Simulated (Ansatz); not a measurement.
Reactions of `FC1=C(F)C(F)C1F`.

Isolated molecules relaxed with PBE0-D4/def2-TZVP in Ansatz; ΔE leaves out vibrations. CCSD(T)/CBS adds triple-zeta CCSD(T) − MP2 to the extrapolated MP2 energy (def2 sets, frozen cores). This one scheme is used for every species, atoms too. For atomizations the MP2-based limit and the directly extrapolated one differ by several kJ/mol either way, and by 10 to 25 for some Ge, Se and Sn compounds, so smaller differences from it don't rank the levels. DFT in def2-TZVPP. Open shells (•) are unrestricted, without spin–orbit coupling. Spin–orbit coupling would lower the free atoms: a little for C, F. Each species was taken in one conformer, which may not be the lowest.

```tsv
reaction	revPBE-D4 (kJ/mol)	r2SCAN-D4 (kJ/mol)	CCSD(T)/CBS(def2) (kJ/mol)
`FC1=C(F)[C@@H](F)[C@@H]1F` → `F/C=C(/F)C=C(F)F`	-33	-44	-26
`FC1=C(F)[C@@H](F)[C@@H]1F` → `FC(F)=CC=C(F)F`	-69	-82	-63
`FC1=C(F)[C@@H](F)[C@@H]1F` + H₂ → `FC1=C(F)C(F)C1` + H–F	-86	-86	-103
`FC1=C(F)[C@@H](F)[C@@H]1F` → 4 C• + 4 F• + 2 H•	4412	4379	4325
`FC1=C(F)[C@@H](F)[C@@H]1F` + H₂ → `FC1=C[C@H](F)[C@H]1F` + H–F	-90	-93	-115
```

Largest T1 diagnostic: 0.013, for `F/C=C(/F)C=C(F)F`.
